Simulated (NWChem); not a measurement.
Species: C₂H₆FY; SMILES [Y]([CH3])([CH3])[F]

Not confirmed as a minimum by frequencies. def2 effective core potentials on Y; no spin-orbit coupling.

Problem. Give the equilibrium geometry at PBE0/def2-SVP with def2 effective core potentials on Y (NWChem) as a list of bonds and angles, with the point group.

Solution. point group Cs; any orientation.
Bonds (Å): Y1–F2 1.991, Y1–C3 2.344, Y1–C7 2.344, C3–H4 1.108, C3–H5 1.110, C3–H6 1.105, C7–H8 1.110, C7–H9 1.108, C7–H10 1.105. Angles (°): F2–Y1–C3 115.8, F2–Y1–C7 115.8, C3–Y1–C7 110.4, Y1–C3–H4 110.3, Y1–C3–H5 112.0, Y1–C3–H6 115.5, H4–C3–H5 105.5, H4–C3–H6 106.6, H5–C3–H6 106.2, Y1–C7–H8 112.0, Y1–C7–H9 110.4, Y1–C7–H10 115.5, H8–C7–H9 105.5, H8–C7–H10 106.2, H9–C7–H10 106.6.
